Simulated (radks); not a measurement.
Valence configurations of Se III (all share [Ar]). Calculated with a radial shooting solver on a logarithmic mesh with Libxc functionals: scalar-relativistic Kohn-Sham, BLYP, spin-unpolarised, spherical densities, point nucleus. Energies are relative to 3d10 4s2 4p2; eigenvalues in eV.

| valence | E (eV) | e(3d) | e(4p) | e(4s) |
|---|---|---|---|---|
| 3d10 4s2 4p2 | 0.000 | -75.672 | -25.378 | -37.571 |
| 3d10 4s1 4p3 | 12.271 | -77.235 | -26.078 | -38.426 |
| 3d9.5 4s2 4p2.5 | 26.391 | -81.863 | -26.543 | -39.166 |
| 3d9 4s2 4p3 | 55.329 | -88.178 | -27.692 | -40.732 |
| 3d10 4p4 | 24.693 | -78.748 | -26.749 | - |
| 3d9 4s1 4p4 | 68.437 | -89.635 | -28.338 | -41.514 |
| 3d8.5 4s1 4p4.5 | 100.39 | -96.022 | -29.449 | -43.020 |

NIST lists [Ar] 3d10 4s2 4p2 as the ground configuration; this level of theory agrees among the configurations tried. The energies are those of spherical spin-averaged densities, not of single terms.
